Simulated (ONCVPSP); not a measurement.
## Which change was made? (Tb, ONCV)

* Element: terbium
* Generator: ONCVPSP 4.0.1
* Type: optimised norm-conserving Vanderbilt (ONCV)
* Functional: LDA (Perdew-Wang 92)
* Relativity: non-relativistic
* Frozen core: [Kr] 4d10
* Valence charge: 19
* Reference configuration: 4f9 5s2 5p6 6s2
* Partial waves: 5s+6s: rc 2.00 bohr, ncon 3, nbas 8, qcut 6.4 1/bohr, 2 projectors; 5p: rc 2.70 bohr, ncon 4, nbas 7, qcut 4.2 1/bohr, 2 projectors, debl 0.5 Ha; d scattering state at 0.12 Ha: rc 2.70 bohr, ncon 4, nbas 8, qcut 4.1 1/bohr, 2 projectors, debl 3.5 Ha; 4f: rc 1.35 bohr, ncon 5, nbas 10, qcut 12.7 1/bohr, 2 projectors, debl 1.1 Ha
* Local potential: polynomial inside 1.00 bohr (lpopt 5, dvloc0 0 Ha)
* Core correction: Teter function, fcfact 4.25, rcfact 1.05

In the p channel the program set the typed energies aside and used -0.887, 0.250 Ha. In the d channel the program set the typed energies aside and used 0.050, 3.550 Ha.

Cutoffs, loose and tight: the cutoffs (Ha) at which the residual kinetic energy of the hardest occupied pseudo-wave falls to 1 and 0.1 mHa per electron. They do not see the model core or the augmentation charge, which bear on the density cutoff. Test errors are all-electron minus pseudo excitation energies from the reference, over the configurations 4f9 5s2 5p6 6s1; 4f9 5s2 5p6 6s0; 4f8 5s2 5p6 6s0; 4f9 5s2 5p5 6s2; variants that change the core or the reference have their own tests.

The base gives: outcome: generated, projector energies reset by the program; cutoff, loose: 73 Ha; cutoff, tight: 84 Ha; bound ghosts: s, d; GHOST(+) flags above zero: p; largest test error (meV): tests left out (the all-electron energies of this program are off by 10 to 40 meV for near-neutral 4f atoms).

(1) After one change the result is: outcome: generated, projector energies reset by the program; cutoff, loose: 79 Ha; cutoff, tight: 87 Ha; bound ghosts: s; GHOST(+) flags above zero: p, d; largest test error (meV): tests left out (the all-electron energies of this program are off by 10 to 40 meV for near-neutral 4f atoms). Which change was it?
A. s: qcut 4.4; p: qcut 2.9; d: qcut 2.8; f: qcut 8.8
B. s: qcut 5; p: qcut 3.3; d: qcut 3.2; f: qcut 10
C. s: qcut 6.8; p: qcut 4.5; d: qcut 4.4; f: qcut 13.6

Answers

(1) C. The others give: s: qcut 5; p: qcut 3.3; d: qcut 3.2; f: qcut 10 → outcome: generated, projector energies reset by the program; cutoff, loose: 218 Ha; cutoff, tight: 243 Ha; bound ghosts: s; GHOST(+) flags above zero: p, d; largest test error (meV): tests left out (the all-electron energies of this program are off by 10 to 40 meV for near-neutral 4f atoms) | s: qcut 4.4; p: qcut 2.9; d: qcut 2.8; f: qcut 8.8 → outcome: generated, projector energies reset by the program; cutoff, loose: 235 Ha; cutoff, tight: 256 Ha; bound ghosts: s, p; GHOST(+) flags above zero: d; largest test error (meV): tests left out (the all-electron energies of this program are off by 10 to 40 meV for near-neutral 4f atoms).
